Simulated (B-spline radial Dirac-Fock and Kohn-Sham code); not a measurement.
**EELS cross sections of the Sr L2 (2p1/2) edge**

System: the Sr atom, [Kr] 5s2. These are calculated numbers from a radial B-spline solver; the model is the first Born approximation with generalised oscillator strengths from a Dirac-Hartree-Slater potential (longitudinal and transverse terms; continuum final states only, so no white lines or fine structure). The edge is taken at 2007.0 eV (tabulated value).

Partial cross sections σ(β, Δ) in barn, integrated over a window Δ above the edge and up to the collection semi-angle β, for parallel illumination:

```tsv
E₀ (kV)	β (mrad)	Δ = 25 eV	Δ = 50 eV	Δ = 100 eV	Δ = 200 eV	Δ = 300 eV
60	20	16.6	31.7	59.8	108	147
100	10	8.36	15.9	30.0	54.0	73.1
100	20	20.2	38.6	73.1	133	182
100	50	40.3	77.4	148	273	378
100	100	51.8	99.8	192	357	500
120	5	3.09	5.88	11.0	19.7	26.6
120	50	38.8	74.6	143	264	366
120	100	48.0	92.5	178	332	465
200	5	5.07	9.66	18.2	32.6	44.1
200	50	?	?	?	?	?
200	100	39.2	75.6	145	272	382
300	5	7.35	14.0	26.5	47.8	65.1
300	10	15.0	28.6	54.4	99.3	136
300	50	32.1	61.8	119	221	309
```

**Question.** Give the row for 200 kV and 50 mrad.

**Answer.** 34.7 b for 25 eV, 66.8 b for 50 eV, 128 b for 100 eV, 238 b for 200 eV, 331 b for 300 eV.
